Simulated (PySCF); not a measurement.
How methods differ on the excitation energy of V

V [Ar] 3d3 4s2 (4F) → V [Ar] 3d4 4s1 (6D), as a difference of total energies. Calculation: PySCF 2.14, in aug-cc-pwCVTZ (10s9p7d4f3g, 127 functions); no relativity, point nucleus. Correlated levels: valence: [Ar] frozen; valence and next inner shell: [Ne] frozen; nothing frozen. The calculations carry no spin-orbit coupling.

**Question.** Order these methods by the excitation energy they give, lowest first.
A. MP2 (all electrons)
B. UHF
C. SCS-MP2 (all electrons)
D. SCS-MP2 (valence)

**Answer.** A (-0.317 eV), B (0.233 eV), C (0.467 eV), D (1.025 eV).

These non-relativistic numbers lack the scalar-relativistic shift.

Errors of the correlated levels include the incompleteness of this basis and the frozen core.

For comparison: 0.245 eV (measured; NIST levels, between the centres of gravity of the two terms).
